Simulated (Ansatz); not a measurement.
A run on C2H4OSi, SMILES `O[SiH]1C=C1` with other settings.

```yaml
crystal:
  periodic: [false, false, false]
  atoms:
    - {symbol: O, position_ang: [-0.426027, 1.663313, -1.009403]}
    - {symbol: Si, position_ang: [0.263458, 0.703853, 0.127516]}
    - {symbol: C, position_ang: [0.614863, -1.040848, -0.069685]}
    - {symbol: C, position_ang: [-0.433192, -0.824272, 0.748693]}
    - {symbol: H, position_ang: [-1.008007, 1.238317, -1.642186]}
    - {symbol: H, position_ang: [1.082000, 1.626730, 0.931548]}
    - {symbol: H, position_ang: [1.101958, -1.939953, -0.431929]}
    - {symbol: H, position_ang: [-1.102852, -1.484340, 1.289746]}
basis:
  gaussian: {orbitals: aug-cc-pVTZ}
hamiltonian: {xc: {name: PBE-QIDH}}
scf: {lower_state_search: off}
output: {forces: true}
```

```sh
$ ansatz run in.yaml --threads 2 --pin off --events-out ev --progress --plain --max-ram 4352MiB
```

Output, abridged:

```
Functional definition: PBE-QIDH
  name "PBE-QIDH"
  cite "Brémond, Sancho-García, Pérez-Jiménez & Adamo, J. Chem. Phys. 141, 031101 (2014) doi:10.1063/1.4890314"
  cite "Perdew, Burke & Ernzerhof, Phys. Rev. Lett. 77, 3865 (1996) doi:10.1103/PhysRevLett.77.3865"
  parameter a = 3^(-1/3)
  parameter c = 1/3
  exchange = (1 - a)*pbe_x + a*exact_x
  correlation = (1 - c)*pbe_c + c*(mp2_os + mp2_ss)
these checks for a lower state are left out or cut short: starts, cluster_reference, orbital_swaps, neighbouring_geometries, increment
1606 factors; integrals over basis functions are off by at most 6.7e-4 eV
mean field evaluation 1: about -12041.4954 eV, gradient 5.3e1 eV
mean field evaluation 2: about -12041.6449 eV, gradient 5.3e1 eV
mean field evaluation 4: about -12047.0653 eV, gradient 3.9e0 eV
mean field evaluation 8: about -12047.1034 eV, gradient 2.2e-1 eV
mean field evaluation 16: about -12047.1035 eV, gradient 6.4e-5 eV
mean field -12047.10354784 eV, -442.7228895630 hartree, gradient 3.8e-6 eV, S^2 0.000000; 0 other end points of the search recorded, 0 dependent functions left out
8 core orbitals not correlated: weight in the atoms' cores, before any rotation towards them, 1.000 or more for the frozen orbitals, at most 0.000 for the correlated occupied ones
reference -12047.10356693 eV, -442.7228902645 hartree; 11, 11 occupied and 261, 261 virtual orbitals, 1606 factors
second order -20.89326401 eV of doubles, -0.00000000 eV of singles
the calculation of the forces begins
Total energy: -12054.06798827 eV, -442.9788280280 hartree
Atom 0 at    -0.426027     1.663313    -1.009403 Å, force    -0.201858    -0.084671    -0.236011 eV/Å
Atom 1 at     0.263458     0.703853     0.127516 Å, force     0.098776     0.071340     0.107514 eV/Å
Atom 2 at     0.614863    -1.040848    -0.069685 Å, force     0.131715    -0.182344    -0.107806 eV/Å
Atom 3 at    -0.433192    -0.824272     0.748693 Å, force    -0.175115    -0.119025     0.131997 eV/Å
Atom 4 at    -1.008007     1.238317    -1.642186 Å, force     0.173851     0.119399     0.191004 eV/Å
Atom 5 at     1.082000     1.626730     0.931548 Å, force    -0.059106    -0.062862    -0.059060 eV/Å
Atom 6 at     1.101958    -1.939953    -0.431929 Å, force    -0.090928     0.151145     0.069639 eV/Å
Atom 7 at    -1.102852    -1.484340     1.289746 Å, force     0.122664     0.107018    -0.097277 eV/Å
Dipole moment:    -0.131766    -0.266287    -0.098254 e Å
Checks for a lower state left out: starts, cluster_reference, orbital_swaps, neighbouring_geometries, increment
```

It took 34 s on 2 threads of an Arm Neoverse V1 on a shared host, with 1 GiB of host memory at the peak.
